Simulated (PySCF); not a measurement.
C5H5F3Si: full NMR table

```yaml
Formula: C5H5F3Si
SMILES: C#C[SiH2]/C=C\C(F)(F)F
InChI: InChI=1S/C5H5F3Si/c1-2-9-4-3-5(6,7)8/h1,3-4H,9H2/b4-3-
Point_group_of_the_computed_structure: C1
Degrees_of_unsaturation: 3
Carbon_signals: 5
Proton_signals: 4
```

Numbering as in the mapped SMILES `[CH:1]#[C:2][SiH2:3]/[CH:4]=[CH:5]\[C:6]([F:7])([F:8])[F:9]`. Hydrogens are named by the atom that carries them.

- σ from GIAO-PBE0/pcSseg-1
- coordinates at the GFN2-xTB level
- run in PySCF 2.14.0 with density-fitted response routines
- fast rotation and ring inversion assumed for equivalent nuclei, one conformer, relativity neglected, no solvent model

Scale: TMS for $^{1}$H (σ = 31.72 ppm) and $^{13}$C (σ = 186.93 ppm) and $^{29}$Si (σ = 349.16 ppm); CFCl3 for $^{19}$F (σ = 170.95 ppm) (reference shieldings calculated alike).

| carbon | δC, type | δH (multiplicity) | HMBC from (2–3 bonds) | span of the C tensor (ppm) |
| --- | --- | --- | --- | --- |
| C1 | 104.8, CH | 1.95 (t) | H(Si3) | 255 |
| C2 | 86.3, C | – | H(C4), H(Si3), H(C1) | 287 |
| C4 | 149.0, CH | 7.00 (m) | H(C5), H(Si3) | 256 |
| C5 | 146.6, CH | 6.83 (m) | H(C4), H(Si3) | 213 |
| C6 | 132.4, C | – | H(C4), H(C5) | 18 |

Other nuclei:
| atoms | nucleus | environment | δ (ppm) | σ (ppm) |
| --- | --- | --- | --- | --- |
| H(Si3) | $^{1}$H | hydrogen on a silicon bonded to 2 C | 4.94 | 26.78 |
| F7/F8/F9 | $^{19}$F | fluorine of a CF3 group | -74.9 | 245.9 |
| Si3 | $^{29}$Si | silicon bonded to 2 C, 2 H | -77.9 | 427.1 |

- Carbon types of the structure: 2 × C, 3 × CH, leaving 2 H on heteroatoms.
- δC 149.0, 146.6: alkene CH; the olefinic region.
- δC 132.4: CF3 carbon; 3 electronegative neighbours deshield it.
- δC 104.8: terminal alkyne carbon; sp carbons lie upfield of alkene carbons because the cylindrical π system leaves one tensor component strongly shielded.
- δC 86.3: alkyne carbon; sp carbons lie upfield of alkene carbons because the cylindrical π system leaves one tensor component strongly shielded.
- δH 1.95: hydrogen on a terminal alkyne carbon; it lies on the axis of the triple bond, in its shielding cone.

Splittings by $^{19}$F in the carbon and heteronuclear signals aren't shown, as no couplings were computed. Shifts are as computed. Against solution values, carbons near 30 ppm lie about +3 ppm off and those near 130 ppm about +5 ppm. Of 1211 compounds with measured shifts, 218 miss one by over three times the rms of a fit or turn the order of signals round; such compounds aren't used in these exercises. Unscaled 19F shifts against computed CFCl3 carry errors that often reach 10 to 50 ppm. Multiplicities follow the n + 1 count of equivalent neighbours, as no J values were calculated; m marks all less simple cases, F and P coupling included.
